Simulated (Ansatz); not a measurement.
F2Mg (SMILES [F][Mg][F]) moved off its minimum; all values from Ansatz (a quantum-chemistry and plane-wave program), cores frozen in correlated methods.
(charge 0, multiplicity 1)
```xyz
3

Mg    -0.0804    -0.0404    -0.0010
F      0.1091     0.0243     1.7009
F     -0.0222     0.0706    -1.6298
```

### Question
Give the forces (eV/Å), the total energy and the dipole at CCSD(T)/def2-TZVPPD.

### Answer

```tsv
atom	Fx	Fy	Fz
Mg1	-0.067	-0.156	2.536
F2	0.033	-0.024	1.120
F3	0.035	0.180	-3.656
```
Energy -399.2671 hartree, dipole 1.10 D.
